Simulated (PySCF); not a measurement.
# Shieldings and the share of exact exchange

Molecule: SMILES C1(O[SiH3])COC1, C$_{3}$H$_{8}$O$_{2}$Si.

Geometry (Å), atoms numbered from 1 in this order:
```xyz
14

Si    2.304    0.075    0.412
O     0.805    0.166   -0.319
C    -0.389    0.340    0.374
C    -1.154   -0.915    0.823
O    -2.326   -0.486    0.139
C    -1.620    0.573   -0.502
H     3.306    0.034   -0.685
H     2.522    1.273    1.283
H     2.420   -1.153    1.258
H    -0.283    1.091    1.180
H    -1.320   -1.056    1.904
H    -0.721   -1.840    0.397
H    -1.404    0.365   -1.566
H    -2.137    1.543   -0.414
```

GIAO shieldings (ppm, equivalent atoms averaged) in PySCF on the PBE0-D3(BJ)/def2-SVP geometry, basis pcSseg-1, gas phase, non-relativistic:

```csv
functional,exact exchange (%),σ(Si1),σ(O2),σ(O5),σ(C4/C6)
BLYP,0,364.9,269.7,321.9,88.3
BP86,0,368.3,276.8,330.4,94.2
PBE,0,369.5,276.1,329.6,94.7
B3LYP,20,376.6,282.2,332.1,95.1
PBE0,25,384.6,290.4,340.4,102.4
BHandHLYP,50,395.8,296.7,343.6,103.6
HF,100,431.7,316.6,358.5,116.9
```

Question: Fit each shielding as a line in the percentage of exact exchange.

Answer: σ(Si1) = 366.8 + 0.63 x (rms 2.2 ppm); σ(O2) = 275.1 + 0.43 x (rms 2.9 ppm); σ(O5) = 327.9 + 0.31 x (rms 3.2 ppm); σ(C4/C6) = 92.5 + 0.24 x (rms 2.6 ppm). The functionals also differ in their semilocal parts, which the line can't hold; Hartree–Fock has no correlation at all.

Question: What does the line predict for mPW1PW91 (25 %), and what does the run give?

Answer: σ(Si1): 382.6 predicted, 383.3 computed; σ(O2): 285.9 predicted, 290.2 computed; σ(O5): 335.6 predicted, 338.7 computed; σ(C4/C6): 98.5 predicted, 101.6 computed ppm.
